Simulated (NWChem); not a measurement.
# BeH2Se; SMILES [BeH][SeH]

Results from NWChem. Coordinates come from a B3LYP/6-31G* (spherical d) optimisation. Vertical excitations in the gas phase; the lowest state need not have the same character in each row.

### Question
Order these by “lowest excitation, singlet (eV)”, lowest first: PBE/aug-cc-pVDZ, TDA; BHandHLYP/aug-cc-pVDZ, TDA; B3LYP/aug-cc-pVDZ, TDA.

### Answer
PBE/aug-cc-pVDZ, TDA (4.42), B3LYP/aug-cc-pVDZ, TDA (4.66), BHandHLYP/aug-cc-pVDZ, TDA (5.05)
